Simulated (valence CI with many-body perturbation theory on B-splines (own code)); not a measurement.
## Energy levels of Nd53+

Method: relativistic CI+MBPT: five valence electrons over a frozen Dirac-Fock core [He], radial functions for each j: 11 s, 11 p, 10 d, 8 f, 5 g, 2 h, with the one-electron correlation potential Σ1 (screened to all orders), the two-electron term Σ2, the three-electron term Σ3, Breit, model QED; selected single and double excitations, second order for the rest, scaled by the run's own slope (own B-spline code, finite nucleus).

The last digits are not significant, and no measured levels were compared; by estimate large intervals hold to a few tenths of a per cent, small ones and those within an open d or f shell to about a per cent. Among the levels kept, up to 7300 cm⁻¹ of a level comes from second order outside the variational space, and about a tenth of that is noise between levels of different J, which matters for small intervals.

Levels 46 to 90 of 197, with energies above the lowest level, (2s^2 2p1/2^2 2p3/2) J=3/2. "Leading %" is the weight of the configuration and term that name the level; weights of strongly mixed levels are sums over their largest components and can fall short, so below about 35 % the name and the second component can differ from the true leading terms, or belong to a minority configuration. In the jj column 3d3/2^4 stands for four electrons in 3d with j = 3/2. Lifetimes count E1, E2, E3, M1 and M2 decay at the calculated energies, and are blank where another channel may lead or the interval is too uncertain; long ones can be off by a factor of two.

```csv
No.,Configuration,Term,J,E (eV),Leading %,g,Leading jj,Lifetime
46,2s²2p²3d,²D,5/2,6598.1,31,1.169,2s^2 2p1/2 2p3/2 3d3/2 (87 %),1.84 fs
47,2s²2p²3d,²D,3/2,6599.5,42,1.080,2s^2 2p1/2 2p3/2 3d3/2 (86 %),1.34 fs
48,2s²2p²3d,²P,1/2,6603.6,27,1.576,2s^2 2p1/2 2p3/2 3d3/2 (77 %),1.07 fs
49,2s²2p²3d,⁴D,7/2,6607.8,46,1.301,2s^2 2p1/2 2p3/2 3d5/2 (98 %),55.2 fs
50,2s²2p²3d,²P,3/2,6622.2,26,1.186,2s^2 2p1/2 2p3/2 3d5/2 (68 %),3.24 fs
51,2s²2p²3d,²F,5/2,6625.7,42,1.139,2s^2 2p1/2 2p3/2 3d5/2 (93 %),1.55 fs
52,2s2p³3p,²P,1/2,6625.9,25,1.322,2s 2p1/2^2 2p3/2 3p1/2 (76 %),22.8 fs
53,2s²2p²3d,²G,9/2,6625.9,63,1.177,2s^2 2p1/2 2p3/2 3d5/2 (100 %),24.3 ps
54,2s²2p²3d,⁴P,3/2,6626.0,18,1.138,2s 2p1/2^2 2p3/2 3p1/2 (58 %),4.37 fs
55,2s²2p²3d,²D,5/2,6640.1,61,1.232,2s^2 2p1/2 2p3/2 3d5/2 (96 %),1.12 fs
56,2s²2p²3d,²F,7/2,6646.9,67,1.119,2s^2 2p1/2 2p3/2 3d5/2 (96 %),1.05 fs
57,2s²2p²3d,²D,3/2,6650.4,58,0.961,2s^2 2p1/2 2p3/2 3d5/2 (99 %),1.57 fs
58,2s²2p²3d,²P,1/2,6654.7,60,1.158,2s^2 2p1/2 2p3/2 3d5/2 (98 %),1.44 fs
59,2s2p³3p,⁴D,7/2,6708.9,47,1.447,2s 2p1/2^2 2p3/2 3p3/2 (98 %),339 fs
60,2s2p³3p,⁴P,3/2,6716.4,33,1.539,2s 2p1/2^2 2p3/2 3p3/2 (98 %),7.08 fs
61,2s2p³3p,⁴P,5/2,6730.3,38,1.426,2s 2p1/2^2 2p3/2 3p3/2 (98 %),7.58 fs
62,2s2p³3p,²P,1/2,6734.2,38,1.505,2s 2p1/2^2 2p3/2 3p3/2 (98 %),4.23 fs
63,2s2p³3p,²D,5/2,6782.9,30,1.253,2s 2p1/2^2 2p3/2 3p3/2 (98 %),9.67 fs
64,2s2p³3d,⁴D°,5/2,6787.6,30,1.272,2s 2p1/2^2 2p3/2 3d3/2 (98 %),17.0 fs
65,2s2p³3d,⁴D°,3/2,6791.3,28,1.389,2s 2p1/2^2 2p3/2 3d3/2 (98 %),8.02 fs
66,2s2p³3d,⁴F°,7/2,6793.5,24,1.268,2s 2p1/2^2 2p3/2 3d3/2 (91 %),925 fs
67,2s2p³3d,⁴P°,1/2,6793.7,45,2.357,2s 2p1/2^2 2p3/2 3d3/2 (98 %),21.4 fs
68,2s2p³3p,²P,3/2,6795.7,32,1.218,2s 2p1/2^2 2p3/2 3p3/2 (98 %),11.0 fs
69,2s2p³3p,⁴P,1/2,6799.6,42,1.775,2s 2p1/2^2 2p3/2 3p3/2 (98 %),119 fs
70,2s²2p²3s,⁴P,5/2,6818.2,62,1.433,2s^2 2p3/2^2 3s (98 %),32.8 fs
71,2s2p³3d,⁴F°,9/2,6825.9,49,1.347,2s 2p1/2^2 2p3/2 3d5/2 (99 %),19.8 ps
72,2s²2p²3s,²P,3/2,6826.0,54,1.161,2s^2 2p3/2^2 3s (99 %),8.82 fs
73,2s2p³3d,²D°,3/2,6843.4,27,1.033,2s 2p1/2^2 2p3/2 3d5/2 (56 %),7.42 fs
74,2s2p³3d,⁴D°,5/2,6845.5,31,1.331,2s 2p1/2^2 2p3/2 3d5/2 (98 %),2.21 fs
75,2s2p³3d,⁴D°,7/2,6853.3,41,1.278,2s 2p1/2^2 2p3/2 3d5/2 (90 %),1.22 fs
76,2s2p³3d,²F°,5/2,6861.1,34,0.925,2s 2p1/2^2 2p3/2 3d3/2 (98 %),17.8 fs
77,2s2p³3d,⁴D°,1/2,6863.3,58,0.610,2s 2p1/2^2 2p3/2 3d3/2 (58 %),2.59 fs
78,2s²2p²3s,²S,1/2,6868.1,68,1.982,2s^2 2p3/2^2 3s (98 %),15.5 fs
79,2s2p³3d,²D°,3/2,6871.9,41,1.030,2s 2p1/2^2 2p3/2 3d3/2 (56 %),2.15 fs
80,2s2p³3d,²P°,1/2,6876.0,62,0.645,2s 2p1/2^2 2p3/2 3d5/2 (57 %),3.02 fs
81,2s2p³3d,²F°,7/2,6905.6,33,1.169,2s 2p1/2^2 2p3/2 3d5/2 (99 %),6.23 fs
82,2s²2p²3p,²P°,3/2,6907.8,26,1.432,2s^2 2p3/2^2 3p1/2 (97 %),400 fs
83,2s²2p²3p,²D°,5/2,6910.9,39,1.176,2s^2 2p3/2^2 3p1/2 (97 %),263 fs
84,2s2p³3d,²D°,5/2,6917.5,35,1.136,2s 2p1/2^2 2p3/2 3d5/2 (97 %),1.20 fs
85,2s2p³3d,²P°,3/2,6918.9,30,1.286,2s 2p1/2^2 2p3/2 3d5/2 (98 %),1.78 fs
86,2s²2p²3p,²P°,1/2,6956.0,74,0.661,2s^2 2p3/2^2 3p1/2 (97 %),660 fs
87,2s2p³3s,⁶S°,5/2,6986.2,48,1.639,2s 2p1/2 2p3/2^2 3s (97 %),39.1 fs
88,2s2p³3s,⁴S°,3/2,7008.3,47,1.472,2s 2p1/2 2p3/2^2 3s (97 %),9.88 fs
89,2s2p³3s,⁴D°,7/2,7019.6,86,1.390,2s 2p1/2 2p3/2^2 3s (86 %),42.4 fs
90,2s2p³3s,²D°,5/2,7039.4,48,1.247,2s 2p1/2 2p3/2^2 3s (70 %),15.8 fs
```
